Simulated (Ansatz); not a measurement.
CH5ClSSn, SMILES `C[S][SnH2][Cl]`, relaxed with RKS PBE-D4/def2-SVP in Ansatz 0.2.0 from a rough embedded geometry. The force threshold is 0.03 eV/Å; the program also tests the step.

Charge 0, multiplicity 1. Sn: def2 effective core potential.

Start:

```xyz
9

C     0.553    1.024   -1.021
S     0.039   -0.598   -1.424
Sn   -0.486   -1.127    0.883
Cl   -2.193    0.185    1.590
H    -0.282    1.653   -0.568
H     1.441    1.060   -0.311
H     0.903    1.584   -1.956
H    -0.964   -2.848    0.929
H     0.990   -0.933    1.877
```

```csv
step,energy (eV),largest force (eV/Å),largest move (Å)
1,-30289.4638,2.205,0.000
2,-30289.7461,1.288,0.195
3,-30289.7980,0.707,0.047
4,-30289.8152,0.183,0.050
5,-30289.8178,0.035,0.023
6,-30289.8183,0.025,0.038
```

End:

```xyz
9

C     0.602    1.118   -1.044
S     0.070   -0.613   -1.373
Sn   -0.450   -1.264    0.899
Cl   -2.212    0.146    1.673
H    -0.211    1.705   -0.576
H     1.509    1.157   -0.410
H     0.841    1.561   -2.029
H    -1.024   -2.890    0.905
H     0.875   -0.921    1.955
```

It took 11 s on 2 threads of a server CPU on a shared host, with 0.19 GiB of host memory at the peak.
